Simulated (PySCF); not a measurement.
silicon monoxide (OSi), singlet, geometry from GFN2-xTB, atoms displaced at random by about 0.05 Å a coordinate. Base run: PBE/6-31G** in PySCF.

Input for PySCF:
```python
from pyscf import gto, scf, dft
from pyscf.geomopt import geometric_solver

mol = gto.Mole()
mol.atom = '''
    Si   -0.012009    0.027760   -0.534690
    O     0.057002   -0.055528    0.904497
'''
mol.basis = '6-31g**'
mol.charge = 0
mol.spin = 0
mol.verbose = 3
mol.build()

def method(m):
    mf = dft.RKS(m)
    mf.xc = 'pbe'
    return mf

conv, mol_eq = geometric_solver.kernel(method(mol), maxsteps=100)
print('optimisation converged:', conv)
print(mol_eq.tostring(format='xyz'))
mf = method(mol_eq)
mf.kernel()
```

The base run was repeated with changes; each row names its change, and settings that it needs were set with it.

| change | ΔE vs base (µEh) | optimiser steps | core-seconds (rough) | outcome |
|---|---|---|---|---|
| base | 0.0 | 5 | 10 | converged |
| trust = 0.5 | 0.0 | 5 | 10 | converged |
| convergence_set = NWCHEM_LOOSE | 0.0 | 5 | 10 | converged |
| convergence_set = GAU_VERYTIGHT | - | - | - | not converged |
| coordsys = hdlc | 0.0 | 5 | 10 | converged |
| convergence_set = GAU_TIGHT | -0.2 | 13 | 20 | converged |
| coordsys = prim | 0.0 | 5 | 10 | converged |
